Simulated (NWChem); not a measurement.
# C₂H₆FNSi; SMILES C/N=C\[SiH2]F

```xyz
11

C      0.5914     2.2783     0.0888
N     -0.7326     1.6893     0.1583
C     -0.8570     0.4224     0.0821
Si     0.4631    -0.9354    -0.1200
F     -0.3779    -2.3178    -0.1447
H      0.7662     2.8621     1.0002
H      1.4214     1.5594    -0.0291
H      0.6210     2.9818    -0.7516
H     -1.8878     0.0445     0.1418
H      1.4141    -0.9786     1.0212
H      1.2137    -0.8135    -1.3970
```
Atoms are numbered in this order, from 1.

Level: B3LYP/6-31G* (spherical d) (NWChem), optimised geometry, unscaled harmonic frequencies. 

| frequency (cm⁻¹) | IR intensity (km/mol) |
|---|---|
| 58 | 1.0 |
| 151 | 0.4 |
| 158 | 2.8 |
| 246 | 3.7 |
| 332 | 18.9 |
| 506 | 7.1 |
| 615 | 28.2 |
| 726 | 1.3 |
| 742 | 24.6 |
| 871 | 31.4 |
| 887 | 32.8 |
| 929 | 374.2 |
| 973 | 16.3 |
| 980 | 121.4 |
| 1146 | 1.6 |
| 1164 | 6.1 |
| 1378 | 8.1 |
| 1461 | 1.8 |
| 1495 | 2.0 |
| 1524 | 22.0 |
| 1713 | 8.4 |
| 2259 | 88.3 |
| 2266 | 177.5 |
| 2971 | 62.3 |
| 3050 | 29.5 |
| 3084 | 30.2 |
| 3111 | 13.0 |

```yaml
zero_point_energy: 49.7 kcal/mol
thermal correction to the enthalpy at 298.15 K (with zero-point energy): 54.5 kcal/mol
heat capacity Cv: 22.1 cal/(mol K)
entropy at 298.15 K and 1 atm (symmetry number 1): 81.1 cal/(mol K)
dipole_moment: 1.78 D
```

Rigid rotor and harmonic oscillator; modes under 100 cm⁻¹ make the entropy uncertain.
